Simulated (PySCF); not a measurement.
Si(Br)(SiH3) (BrH3Si2), SMILES [SiH3][Si]Br (connectivity only; charge and spin as stated), neutral, multiplicity 1.

Geometry optimised at r2SCAN-D4/def2-SVP.

Calculation: PBE/def2-TZVPD run with PySCF.

Symmetry labels are those of the subgroup Cs that the program uses (full group Cs).

Computed valence orbital energies around the gap with their symmetry:
```csv
orbital,symmetry,energy (eV)
HOMO−7,A',-13.63
HOMO−6,A',-11.63
HOMO−5,A',-8.71
HOMO−4,A",-8.69
HOMO−3,A',-8.31
HOMO−2,A",-7.93
HOMO−1,A',-7.69
HOMO,A',-5.57
LUMO,A",-4.16
LUMO+1,A',-1.64
LUMO+2,A',-0.66
LUMO+3,A',-0.36
```
